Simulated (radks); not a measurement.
These are the eigenvalues of the occupied orbitals of an atom or ion with whole-number occupations (Ry). Method: non-relativistic Kohn-Sham, TPSS, spin-polarised, spherical densities, point nucleus; meta-GGA in the generalised Kohn-Sham scheme; computed with a radial shooting solver on a logarithmic mesh with Libxc functionals.

orbital  eigenvalue
1s up     -3358.115
1s down   -3358.096
2s up     -539.0602
2s down   -539.0518
2p up     -512.5505
2p down   -512.5341
3s up     -124.5018
3s down   -124.3312
3p up     -112.7630
3p down   -112.5959
3d up     -90.96663
3d down   -90.83017
4s up     -30.65738
4s down   -30.27136
4p up     -26.08356
4p down   -25.68854
4d up     -17.96642
4d down   -17.55281
5s up      -9.61282
5s down    -9.11402
5p up      -8.17458
4f up      -8.07021

Which element is it, and in what charge state? The configuration may be excited. Open shells, if any, are filled with parallel spins first.

Answer. Z = 63, europium, charge +7: Eu7+ in [Kr] 4d10 4f5 5s2 5p3. The list shows which subshells hold electrons but not how many an open one holds; the 1s level, -1679.1 hartree, gives Z - s = 57.9 by -(Z - s)^2/2, which with screening narrows Z to a few neighbours, and the depths of the outer levels then fix element, charge and occupations together.
